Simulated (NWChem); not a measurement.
Species: C$_{4}$H$_{8}$O; SMILES C=CCCO

```xyz
13

C      0.1383     2.4458     0.3451
C     -0.2541     1.3647    -0.3506
C      0.4272     0.0275    -0.3392
C     -0.4693    -1.0951     0.1855
O      0.2369    -2.3161     0.0599
H      1.0331     2.4188     0.9898
H     -0.4120     3.3982     0.2916
H     -1.1595     1.4408    -0.9826
H      0.7329    -0.2555    -1.3717
H      1.3540     0.0620     0.2707
H     -1.4262    -1.1012    -0.3970
H     -0.7453    -0.8719     1.2464
H     -0.3247    -3.0203     0.4283
```
Atoms are numbered in this order, from 1.

Program: NWChem. Pople sets run with spherical d functions. Coordinates come from a PBE-D3(BJ)/def2-SVP optimisation. No frequency run checked for a minimum. Total energies compare along this basis series because the functional is fixed.

```json
[
 {"level": "PBE0/STO-3G", "basis functions": "33", "energy (Ha)": "-229.2239", "highest occupied level (eV)": "-4.14", "orbital gap (eV)": "7.71", "dipole (D)": "1.27", "relative time": "1"},
 {"level": "PBE0/3-21G", "basis functions": "61", "energy (Ha)": "-230.8703", "highest occupied level (eV)": "-7.09", "orbital gap (eV)": "7.88", "dipole (D)": "1.67", "relative time": "2"},
 {"level": "PBE0/6-31G*", "basis functions": "86", "energy (Ha)": "-232.1406", "highest occupied level (eV)": "-7.15", "orbital gap (eV)": "7.85", "dipole (D)": "1.54", "relative time": "3"},
 {"level": "PBE0/6-31+G*", "basis functions": "106", "energy (Ha)": "-232.1539", "highest occupied level (eV)": "-7.41", "orbital gap (eV)": "7.51", "dipole (D)": "1.66", "relative time": "7"},
 {"level": "PBE0/6-311G**", "basis functions": "138", "energy (Ha)": "-232.2127", "highest occupied level (eV)": "-7.36", "orbital gap (eV)": "7.71", "dipole (D)": "1.54", "relative time": "9"},
 {"level": "PBE0/6-311++G**", "basis functions": "166", "energy (Ha)": "-232.2198", "highest occupied level (eV)": "-7.46", "orbital gap (eV)": "7.38", "dipole (D)": "1.60", "relative time": "20"}
]
```

Relative times are rough (shared machine, one core).
